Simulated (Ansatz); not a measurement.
C2H5FO2Si can be A, `O=COC(F)[SiH3]`, or B, `O=C[SiH](O)CF`.

Computed with Ansatz on PBE0-D4/def2-TZVP structures; ΔE is electronic, products minus reactants. CBS: MP2 limit from def2 TZ/QZ plus the TZ coupled-cluster correction, frozen cores. DFT in def2-TZVPP. B3LYP here is the variant with VWN-RPA as its local correlation; programs differ in this. One conformer a species, not always the lowest.

Task: Which is lower in electronic energy at CCSD(T)/CBS, and by how much? (An estimate is asked.)

Result: Computed: B, by 109.0 kJ/mol.

Task: Give E(B) − E(A) in kJ/mol with HF/def2-TZVPP, CCSD(T)/def2-TZVPP, r2SCAN-D4, B3LYP, B2PLYP, CCSD/def2-TZVPP, ωB97M-V. (Best estimate.)

Result: The calculation gave: HF/def2-TZVPP -97.9, CCSD(T)/def2-TZVPP -100.0, r2SCAN-D4 -91.9, B3LYP -97.2, B2PLYP -100.0, CCSD/def2-TZVPP -103.4, ωB97M-V -100.4. None reverses the order clearly.

Largest T1 diagnostic: 0.015.

From PBE to PBE0 (25 % exact exchange), in def2-TZVPP and without D4, E(B) − E(A) moves by −5.3 kJ/mol.
